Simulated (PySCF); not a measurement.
Job for PySCF: R-HF/STO-3G on F2GaH2N (SMILES [NH2][Ga]([F])[F]), a point of a torsion scan.

```python
from pyscf import gto, scf, dft, mp
from pyscf.data.elements import chemcore

mol = gto.M(
    atom='''
    N    -1.12751615   -0.09422576   -0.27242935
    Ga    0.64233003    0.03902876   -0.74779800
    F     1.51103188    1.54965954   -0.70792215
    F     1.58631132   -1.32406570   -1.25889924
    H    -1.53236195    0.79234375    0.01283105
    H    -1.34263252   -0.81457166    0.40842087
    ''',
    basis='sto-3g',
    charge=0, spin=0, verbose=3, max_memory=1800)
mf = scf.RHF(mol)
mf.conv_tol = 1e-8
mf.max_cycle = 100
mf.kernel()
if not mf.converged:
    mf = mf.newton().run(mf.mo_coeff, mf.mo_occ)
```

Output:

```
converged SCF energy = -2151.88196948414
```

Self-consistency was reached.

Cost: roughly 0.3 core-seconds.
